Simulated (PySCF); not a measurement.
palladium atom (Pd), singlet (core potentials on Pd); PySCF with M062X/def2-SVPD, TDDFT.

The PySCF input:
```python
from pyscf import gto, scf, dft, tdscf

mol = gto.M(
    atom='''
Pd    0.00000000    0.00000000    0.00000000
''',
    basis='def2-svpd',
    ecp={'Pd': 'def2-svpd'},
    verbose=4,
)

mf = dft.RKS(mol)
mf.xc = 'm062x'
mf.kernel()
td = mf.TDDFT()
td.nstates = 5
td.kernel()
td.analyze(verbose=3)
```

What the program printed (banner, timings and long lists left out):

```
PySCF version 2.14.0

[INPUT] verbose = 4
[INPUT] num. atoms = 1
[INPUT] num. electrons = 18
[INPUT] charge = 0
[INPUT] spin (= nelec alpha-beta = 2S) = 0
[INPUT] symmetry False subgroup None
[INPUT] Mole.unit = angstrom
[INPUT] Symbol           X                Y                Z      unit          X                Y                Z       unit  Magmom
[INPUT]  1 Pd     0.000000000000   0.000000000000   0.000000000000 AA    0.000000000000   0.000000000000   0.000000000000 Bohr   0.0

nuclear repulsion = 0
number of shells = 12
number of NR pGTOs = 60
number of NR cGTOs = 34
basis = def2-svpd
ecp = {'Pd': 'def2-svpd'}

******** <class 'pyscf.dft.rks.RKS'> ********
method = RKS
initial guess = minao
damping factor = 0
level_shift factor = 0
DIIS = <class 'pyscf.scf.diis.CDIIS'>
diis_start_cycle = 1
diis_space = 8
diis_damp = 0
SCF conv_tol = 1e-09
SCF conv_tol_grad = None
SCF max_cycles = 50
direct_scf = True
direct_scf_tol = 1e-13
XC library pyscf.dft.libxc version 7.1.2
    S. Lehtola, C. Steigemann, M. J. T. Oliveira, and M. A. L. Marques,  SoftwareX 7, 1–5 (2018)
XC functionals = m062x
    Y. Zhao and D. G. Truhlar,  Theor. Chem. Acc. 120, 215 (2008)
    Y. Zhao and D. G. Truhlar,  Theor. Chem. Acc. 120, 215 (2008)
radial grids:
    Treutler-Ahlrichs [JCP 102, 346 (1995); DOI:10.1063/1.469408] (M4) radial grids

becke partition: Becke, JCP 88, 2547 (1988); DOI:10.1063/1.454033
pruning grids: <function nwchem_prune>
grids dens level: 3
symmetrized grids: False
atomic radii adjust function: <function treutler_atomic_radii_adjust>
small_rho_cutoff = 0
Set gradient conv threshold to 3.16228e-05
Initial guess from minao.
tot grids = 22176
init E= -116.817662236373
  HOMO = -1.11507427014421  LUMO = -0.51033467198351  gap/eV = 16.45580
cycle= 1 E= -127.254439562297  delta_E= -10.4  |g|= 1.31  |ddm|= 2.43

WARN: HOMO 0.102802616949425 == LUMO 0.102802616949429

cycle= 2 E= -114.876138995597  delta_E= 12.4  |g|= 4.63  |ddm|= 7.69
  HOMO = -0.456043525527084  LUMO = -0.20296085372941  gap/eV = 6.88673
cycle= 3 E= -127.690072364713  delta_E= -12.8  |g|=  0.5  |ddm|= 7.41
  HOMO = -0.21084600494117  LUMO = -0.0315876361591885  gap/eV = 4.87787
cycle= 4 E= -127.760575974216  delta_E= -0.0705  |g|= 0.155  |ddm|= 0.646
  HOMO = -0.240817107419374  LUMO = -0.0456417807681468  gap/eV = 5.31099
cycle= 5 E= -127.765101420591  delta_E= -0.00453  |g|= 0.0413  |ddm|= 0.0932
  HOMO = -0.253291876003774  LUMO = -0.0490709151279232  gap/eV = 5.55714
cycle= 6 E= -127.765456352968  delta_E= -0.000355  |g|= 0.000904  |ddm|= 0.0364
  HOMO = -0.25298909516336  LUMO = -0.0489691482631893  gap/eV = 5.55167
cycle= 7 E= -127.76545712172  delta_E= -7.69e-07  |g|= 0.000394  |ddm|= 0.00251
  HOMO = -0.253203445392128  LUMO = -0.0490212314552627  gap/eV = 5.55608
cycle= 8 E= -127.765457625207  delta_E= -5.03e-07  |g|= 0.000237  |ddm|= 0.00417
  HOMO = -0.253123251319591  LUMO = -0.0489982658259205  gap/eV = 5.55452
cycle= 9 E= -127.765457637578  delta_E= -1.24e-08  |g|= 1.36e-05  |ddm|= 0.000352
  HOMO = -0.253123144983992  LUMO = -0.048997877667122  gap/eV = 5.55453
cycle= 10 E= -127.765457637642  delta_E= -6.47e-11  |g|= 4.43e-06  |ddm|= 2.54e-05
  HOMO = -0.253120631323142  LUMO = -0.048997151365906  gap/eV = 5.55448
Extra cycle  E= -127.76545763764  delta_E= 2.09e-12  |g|= 5.41e-06  |ddm|= 8.74e-06
converged SCF energy = -127.76545763764

******** <class 'pyscf.tdscf.rks.TDDFT'> for <class 'pyscf.dft.rks.RKS'> ********
nstates = 5 singlet
deg_eia_thresh = 1.000e-03
wfnsym = None
conv_tol = 1e-05
eigh lindep = 1e-12
eigh level_shift = 0
eigh max_cycle = 100

Excitation energies (eV)
[1.47628653 1.47628659 1.4762866  1.47628675 1.47628772]

** Singlet excitation energies and oscillator strengths **
Excited State   1:      1.47629 eV    839.84 nm  f=0.0000
Excited State   2:      1.47629 eV    839.84 nm  f=0.0000
Excited State   3:      1.47629 eV    839.84 nm  f=0.0000
Excited State   4:      1.47629 eV    839.84 nm  f=0.0000
Excited State   5:      1.47629 eV    839.84 nm  f=0.0000
```
